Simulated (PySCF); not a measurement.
H3IO3Sn, SMILES [OH][Sn]([OH])([OH])[I].

Geometry optimised at B3LYP-D3(BJ)/def2-SVP. A frequency run showed that this geometry is not a minimum. The structure was generated by enumeration; whether it is a known compound was not checked. The def2 effective core potentials stand for the cores of I, Sn; spin–orbit coupling is left out. The values are those of a single conformer.

Computed with PySCF with PBE/def2-TZVP.

The molecule is in vacuum.

**Question.** Estimate the frontier levels, gap, dipole moment and polarisability. (Estimate from the structure and the level; the computed values follow.)

**Answer.** 
```
Property                                                                                                         Value
---------------------------------------------------------------------------------------------  -----------------------
highest occupied level                                                                                        -6.89 eV
lowest empty level                                                                                            -3.47 eV
orbital gap                                                                                                    3.42 eV
dipole moment                                                                                                   0.76 D
quadrupole, principal values (traceless, Buckingham form, about the centre of nuclear charge)   -2.03, -2.03, 4.06 D·Å
mean static polarisability                                                                       85.1 bohr³ (12.61 Å³)
polarisability, principal values                                                               72.4, 72.4, 110.6 bohr³
```
